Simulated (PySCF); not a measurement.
Isomers of C5H10O2Si2, mass 158.022 u with the commonest isotopes. Level of theory: PBE0/pcSseg-1 in PySCF (dipole) on a GFN2-xTB geometry, gas phase. One conformer each, none proved a minimum here; rigid rotors.

Question: Order these by rotational constant C, smallest first.
A. `[O:1]=[C:2]1[SiH2:3][O:4][SiH2:5][C@@H:6]1[CH:7]1[CH2:8][CH2:9]1` with Si5–C6–C7–C8 74°, O1–C2–Si3–O4 -149°, C2–Si3–O4–Si5 -4°, Si3–O4–Si5–C6 -13°, O4–Si5–C6–C7 155°
B. `[CH3:1][C:2](=[O:3])[C@@:4]1([SiH3:5])[CH:6]=[CH:7][O:8][SiH2:9]1` with C1–C2–C4–Si5 -156°
C. `[CH2:1]=[CH:2][O:3]/[C:4]([SiH3:5])=[C:6](/[SiH3:7])[CH:8]=[O:9]` with C1–C2–O3–C4 160°, C2–O3–C4–Si5 155°, C4–C6–C8–O9 169°
D. `[CH2:1]=[CH:2][Si@H:3]([CH:4]=[O:5])[C:6](=[CH2:7])[O:8][SiH3:9]` with C1–C2–Si3–C4 -127°, C2–Si3–C4–O5 123°, C2–Si3–C6–C7 -112°, Si3–C6–O8–Si9 179°

Answer: C (560.9 MHz), D (586.4 MHz), A (663.4 MHz), B (902.5 MHz).

Question: Order these by rotational constant A, largest first.
A. `[CH3:1][C:2](=[O:3])[C@@:4]1([SiH3:5])[CH:6]=[CH:7][O:8][SiH2:9]1` with C1–C2–C4–Si5 -156°
B. `[CH2:1]=[CH:2][O:3]/[C:4]([SiH3:5])=[C:6](/[SiH3:7])[CH:8]=[O:9]` with C1–C2–O3–C4 160°, C2–O3–C4–Si5 155°, C4–C6–C8–O9 169°
C. `[CH2:1]=[CH:2][Si@H:3]([CH:4]=[O:5])[C:6](=[CH2:7])[O:8][SiH3:9]` with C1–C2–Si3–C4 -127°, C2–Si3–C4–O5 123°, C2–Si3–C6–C7 -112°, Si3–C6–O8–Si9 179°
D. `[O:1]=[C:2]1[SiH2:3][O:4][SiH2:5][C@@H:6]1[CH:7]1[CH2:8][CH2:9]1` with Si5–C6–C7–C8 74°, O1–C2–Si3–O4 -149°, C2–Si3–O4–Si5 -4°, Si3–O4–Si5–C6 -13°, O4–Si5–C6–C7 155°
E. `[CH:1]#[C:2][C:3]1([SiH2:4][O:5][SiH2:6][OH:7])[CH2:8][CH2:9]1` with C2–C3–Si4–O5 -46°, C3–Si4–O5–Si6 20°, Si4–O5–Si6–O7 -10°, O5–Si6–O7–H 23°

Answer: D (2042 MHz), E (1816 MHz), A (1589 MHz), C (1381 MHz), B (1259 MHz).

Question: Order these by rotational constant B, largest first.
A. `[CH2:1]=[CH:2][Si@H:3]([CH:4]=[O:5])[C:6](=[CH2:7])[O:8][SiH3:9]` with C1–C2–Si3–C4 -127°, C2–Si3–C4–O5 123°, C2–Si3–C6–C7 -112°, Si3–C6–O8–Si9 179°
B. `[CH:1]#[C:2][C:3]1([SiH2:4][O:5][SiH2:6][OH:7])[CH2:8][CH2:9]1` with C2–C3–Si4–O5 -46°, C3–Si4–O5–Si6 20°, Si4–O5–Si6–O7 -10°, O5–Si6–O7–H 23°
C. `[CH3:1][C:2](=[O:3])[C@@:4]1([SiH3:5])[CH:6]=[CH:7][O:8][SiH2:9]1` with C1–C2–C4–Si5 -156°
D. `[CH2:1]=[CH:2][O:3]/[C:4]([SiH3:5])=[C:6](/[SiH3:7])[CH:8]=[O:9]` with C1–C2–O3–C4 160°, C2–O3–C4–Si5 155°, C4–C6–C8–O9 169°
E. `[O:1]=[C:2]1[SiH2:3][O:4][SiH2:5][C@@H:6]1[CH:7]1[CH2:8][CH2:9]1` with Si5–C6–C7–C8 74°, O1–C2–Si3–O4 -149°, C2–Si3–O4–Si5 -4°, Si3–O4–Si5–C6 -13°, O4–Si5–C6–C7 155°

Answer: C (1082 MHz), D (957.1 MHz), E (890.3 MHz), B (858.6 MHz), A (702.1 MHz).

| SMILES | point group | Ia (u·Å²) | Ib (u·Å²) | Ic (u·Å²) | κ | μa (D) | μb (D) | μc (D) |
| --- | --- | --- | --- | --- | --- | --- | --- | --- |
| C=CO/C([SiH3])=C(/[SiH3])C=O | C1 | 401.54 | 528.05 | 901.01 | 0.14 | 2.28 | 1.77 | 0.13 |
| C=C[Si@H](C=O)C(=C)O[SiH3] | C1 | 365.87 | 719.84 | 861.90 | -0.71 | 1.69 | 2.75 | 0.41 |
| O=C1[SiH2]O[SiH2][C@@H]1C1CC1 | C1 | 247.45 | 567.62 | 761.79 | -0.67 | 0.45 | 1.51 | 0.91 |
| CC(=O)[C@@]1([SiH3])C=CO[SiH2]1 | C1 | 318.05 | 467.05 | 559.98 | -0.48 | 1.74 | 1.00 | 1.08 |
| C#CC1([SiH2]O[SiH2]O)CC1 | C1 | 278.32 | 588.61 | 754.94 | -0.67 | 2.54 | 0.18 | 0.22 |
